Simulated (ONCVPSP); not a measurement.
**Scattering properties, ONCV potential for S**

```
Element                 : S
Generator               : ONCVPSP 4.0.1
Type                    : optimised norm-conserving Vanderbilt (ONCV)
Functional              : LDA (Perdew-Wang 92)
Relativity              : scalar-relativistic
Frozen core             : [Ne]
Valence charge          : 6
Reference configuration : 3s1 3p5
Partial waves           : 3s: rc 1.50 bohr, ncon 3, nbas 6, qcut 4.8 1/bohr, 2 projectors, debl 1.5 Ha; 3p: rc 1.20 bohr, ncon 3, nbas 7, qcut 6.4 1/bohr, 1 projector
Local potential         : polynomial inside 1.20 bohr (lpopt 5, dvloc0 0 Ha)
Core correction         : Teter function, fcfact 2.25, rcfact 1.15
```

The phase is arctan(r·R′/R) of the radial function R(r), unwrapped; energies in Ha, scanned from -2 to 5 Ha. A pole is an energy at which the radial function vanishes at the test radius. The pseudo phase is shifted by a multiple of π to meet the all-electron one at the reference energy, and phase errors are pseudo minus all-electron; the curves can meet again beyond the range given. Levels narrower than the energy grid can be missing from the lists of poles.

```csv
channel,radius (bohr),reference energy (Ha),"poles, all-electron","poles, pseudo",unbroken range about the reference energy with phases within 0.05 rad,phase error 1 Ha above the reference energy (rad)
s,1.52,-0.66,2.03,2.03,below 4.4,+0.000
p,1.22,-0.28,none,3.90,below 1.9,-0.022
```

Phases in the p channel:

| E (Ha) | all-electron | pseudo |
| --- | --- | --- |
| -1.98 | 0.823 | 0.789 |
| -1.62 | 0.697 | 0.669 |
| -1.26 | 0.529 | 0.509 |
| -0.90 | 0.307 | 0.297 |
| -0.54 | 0.034 | 0.031 |
| -0.18 | -0.264 | -0.265 |
| 0.18 | -0.541 | -0.547 |
| 0.54 | -0.765 | -0.782 |
| 0.90 | -0.936 | -0.964 |
| 1.26 | -1.065 | -1.101 |
| 1.62 | -1.162 | -1.207 |
| 1.98 | -1.238 | -1.290 |
| 2.34 | -1.298 | -1.358 |
| 2.70 | -1.347 | -1.416 |
| 3.06 | -1.388 | -1.466 |
| 3.42 | -1.423 | -1.512 |
| 3.78 | -1.453 | -1.556 |
| 4.14 | -1.480 | -1.600 |
| 4.50 | -1.504 | -1.645 |
| 4.86 | -1.526 | -1.696 |
